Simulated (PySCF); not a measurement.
# First hyperpolarisability: `CN(C)C#CC=O`, C5H7NO

Geometry:
| atom | x (Å) | y (Å) | z (Å) |
| --- | --- | --- | --- |
| C1 | -1.453 | 0.876 | -0.970 |
| N2 | -0.674 | 0.075 | -0.060 |
| C3 | -1.399 | -0.725 | 0.895 |
| C4 | 0.622 | -0.012 | -0.182 |
| C5 | 1.833 | -0.091 | -0.266 |
| C6 | 3.225 | -0.163 | -0.398 |
| O7 | 3.905 | 0.434 | -1.204 |
| H8 | -2.094 | 0.242 | -1.592 |
| H9 | -2.088 | 1.568 | -0.410 |
| H10 | -0.789 | 1.446 | -1.616 |
| H11 | -2.020 | -0.083 | 1.526 |
| H12 | -0.700 | -1.272 | 1.524 |
| H13 | -2.052 | -1.440 | 0.383 |
| H14 | 3.682 | -0.856 | 0.343 |

Computed, not measured: PySCF 2.14.0, quadratic response B3LYP/def2-SVPD first hyperpolarisability, Taylor convention, gas phase. Geometry: GFN2-xTB.

**Question.** What is the first hyperpolarisability, and how does it disperse?

**Answer.** In au, Taylor convention; the vector part is βᵢ = ⅓ Σⱼ (βᵢⱼⱼ + βⱼᵢⱼ + βⱼⱼᵢ); β∥ is 3/5 of the vector part along the dipole, the dipole points from − to +:
| process | λ (nm) | β vector norm | β∥ | β HRS | depolarisation ratio |
| --- | --- | --- | --- | --- | --- |
| static β(0;0,0) | ∞ | 552.4 | 297.9 | 256.9 | 3.65 |
| second harmonic β(−2ω;ω,ω) | 1064 | 753.4 | 412.3 | 345.9 | 3.76 |
| Pockels β(−ω;ω,0) | 1064 | 609.0 | 330.0 | – | – |
| second harmonic β(−2ω;ω,ω) | 800 | 1002.5 | 554.7 | 455.4 | 3.86 |
| Pockels β(−ω;ω,0) | 800 | 658.8 | 358.4 | – | – |

**Question.** Which lowest excitations, dipole and polarisabilities go with it?

**Answer.** S1 4.10 eV (f = 0.000); S2 5.09 eV (f = 0.432); S3 5.36 eV (f = 0.001); dipole 6.71 D; isotropic α 82.3 au static, 83.7 au at 1064 nm, 84.8 au at 800 nm, 88.4 au at 532 nm, 94.8 au at 400 nm.
